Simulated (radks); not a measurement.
Question: Coulomb parameter of the 4f shell of the samarium ion Sm+ in the model configuration [Xe] 4f5 5d1 6s1, as a second difference U = [E(n + 0.5) + E(n - 0.5) - 2 E(n)] / (0.5)^2 with all orbitals relaxed. "Bare": the charge of the atom changes with n. "Screened": the 5d shell takes up the change at fixed total charge, which measures U(4f,4f) + U(5d,5d) - 2 U(4f,5d). Method: scalar-relativistic Kohn-Sham, r2SCAN, spin-unpolarised, spherical densities, finite nucleus; meta-GGA in the generalised Kohn-Sham scheme; Fermi nuclear charge, rms radius 5.0819 fm; computed with a radial shooting solver on a logarithmic mesh with Libxc functionals. Estimate both.

Answer: U(bare) = 15.081 eV, U(screened by 5d) = 4.770 eV, against the Slater integral F0(4f,4f) = 27.603 eV with frozen orbitals.
